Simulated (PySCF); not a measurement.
**Spin states of VS**

Unrestricted PBE0; V x2c-TZVPPall, S x2c-TZVPPall; spin-free X2C with a Gaussian nucleus (PySCF 2.14). Outer shells of the fragments: V 3d3 4s2; S 3s2 3p4.

Followed along the bond (rough minima from three points):

```json
{"2Ms+1": "4", "unpaired": "σ ↑, δ ↑↑", "⟨S²⟩ at the start": "4.03", "R at minimum (Å)": "2.05", "Te (eV)": "0.00"}
{"2Ms+1": "4", "unpaired": "σ ↑, π ↑, δ ↑", "⟨S²⟩ at the start": "4.20", "R at minimum (Å)": "2.08", "Te (eV)": "0.55"}
{"2Ms+1": "4", "unpaired": "π ↑, δ ↑↑", "⟨S²⟩ at the start": "4.08", "R at minimum (Å)": "2.10", "Te (eV)": "0.93"}
{"2Ms+1": "2", "unpaired": "σ ↑, δ ↑↓", "⟨S²⟩ at the start": "1.77", "R at minimum (Å)": "2.08", "Te (eV)": "1.10"}
{"2Ms+1": "6", "unpaired": "σ ↑, π ↑↑, δ ↑↑", "⟨S²⟩ at the start": "8.77", "R at minimum (Å)": "none in the scan", "Te (eV)": "≤ 1.43"}
{"2Ms+1": "6", "unpaired": "σ ↑, π ↑↑↑, δ ↑", "⟨S²⟩ at the start": "8.77", "R at minimum (Å)": "none in the scan", "Te (eV)": "≤ 1.49"}
```

Solutions found at the starting distance of 2.215 Å, counted from the lowest of them; the search is not exhaustive and high or unbound solutions are not listed, so other states can lie among these:

```json
{"2Ms+1": "4", "unpaired": "σ ↑, δ ↑↑", "term": "⁴Σ⁻", "E (eV)": "0.00", "⟨S²⟩": "4.03", "⟨Lz²⟩": "0.00", "μ (D)": "-6.37"}
{"2Ms+1": "4", "unpaired": "σ ↑, π ↑, δ ↑", "term": "mixed", "E (eV)": "0.43", "⟨S²⟩": "4.20", "⟨Lz²⟩": "5.00", "μ (D)": "-5.54"}
{"2Ms+1": "4", "unpaired": "π ↑, δ ↑↑", "term": "mixed", "E (eV)": "0.77", "⟨S²⟩": "4.08", "⟨Lz²⟩": "1.55", "μ (D)": "-6.65"}
{"2Ms+1": "2", "unpaired": "σ ↑, δ ↑↓", "term": "mixed", "E (eV)": "0.91", "⟨S²⟩": "1.77", "⟨Lz²⟩": "5.30", "μ (D)": "-6.45"}
{"2Ms+1": "6", "unpaired": "σ ↑, π ↑↑, δ ↑↑", "term": "mixed", "E (eV)": "1.17", "⟨S²⟩": "8.77", "⟨Lz²⟩": "2.26", "μ (D)": "-3.67"}
{"2Ms+1": "6", "unpaired": "σ ↑, π ↑↑↑, δ ↑", "term": "mixed", "E (eV)": "1.29", "⟨S²⟩": "8.77", "⟨Lz²⟩": "5.02", "μ (D)": "-3.65"}
{"2Ms+1": "6", "unpaired": "σ ↑, π ↑↑, δ ↑↑", "term": "mixed", "E (eV)": "1.32", "⟨S²⟩": "8.77", "⟨Lz²⟩": "2.30", "μ (D)": "-3.68"}
{"2Ms+1": "4", "unpaired": "σ ↑, π ↑↓, δ ↑↑", "term": "mixed", "E (eV)": "1.39", "⟨S²⟩": "4.78", "⟨Lz²⟩": "2.24", "μ (D)": "-3.75"}
{"2Ms+1": "4", "unpaired": "σ ↑↑, δ ↑", "term": "mixed", "E (eV)": "1.39", "⟨S²⟩": "4.37", "⟨Lz²⟩": "4.00", "μ (D)": "-1.29"}
{"2Ms+1": "2", "unpaired": "δ ↑", "term": "mixed", "E (eV)": "1.44", "⟨S²⟩": "1.81", "⟨Lz²⟩": "4.00", "μ (D)": "-2.66"}
```

A term symbol is given only where ⟨S²⟩ and ⟨Lz²⟩ are close to those of a pure state; real π, δ and φ orbitals otherwise mix terms. A positive dipole means V(−)S(+).

Compare the gap between the two lowest followed solutions at the starting distance with the gap between their minima.

At PBE0 the second solution (Ms = 1.5 of mixed spin, unpaired electrons σ ↑, π ↑, δ ↑) lies +0.43 eV from the first (quartet, unpaired electrons σ ↑, δ ↑↑) at 2.215 Å and +0.55 eV at the minima; the two curves relax by different amounts, since their minima lie near 2.08 and 2.05 Å.

With d or f electrons several states lie close, and the lowest PBE0 determinant need not be the measured ground state.
